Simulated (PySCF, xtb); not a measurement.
1,1,2-trichloro-2-fluoroethene (C2Cl3F), SMILES FC(Cl)=C(Cl)Cl.

GFN2-xTB in xtb at its own geometry gives an orbital gap of 3.92 eV and a dipole moment of 0.78 D.

Geometry: B3LYP-D3(BJ)/def2-SVP.

Q: What does PBE/def2-TZVP (PySCF) give? (An estimate is asked for; the answer gives what the named calculation found.)

A: gap 4.49 eV (levels -6.13 and -1.65 eV), dipole 0.40 D.
